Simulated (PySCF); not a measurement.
## How methods differ on the ionisation energy of Kr⁺

Kr⁺ [Ar] 3d10 4s2 4p5 (2P) → Kr²⁺ [Ar] 3d10 4s2 4p4 (3P), as a difference of total energies. Calculation: PySCF 2.14, in def2-TZVP (6s5p4d1f, 48 functions); no relativity, point nucleus. Correlated levels: valence: [Ar] 3d10 frozen. The calculations carry no spin-orbit coupling.

```csv
method,ionisation energy (eV)
UHF,23.246
PBE,24.317
PBE0,24.359
CCSD (valence),24.066
CCSD(T) (valence),24.095
```

**Question.** Estimate what MP2 (valence) gives.

**Answer.** 24.062 eV, closest to CCSD (valence) among the rows shown.

**Question.** Estimate what SCS-MP2 (valence) gives.

**Answer.** 24.059 eV, closest to CCSD (valence) among the rows shown.

These non-relativistic numbers lack the scalar-relativistic shift.

The reference lies between the lowest fine-structure levels, while these numbers refer to the centres of the terms.

Errors of the correlated levels include the incompleteness of this basis and the frozen core.

For comparison: 24.360 eV (measured; NIST Atomic Spectra Database, ionization energies).
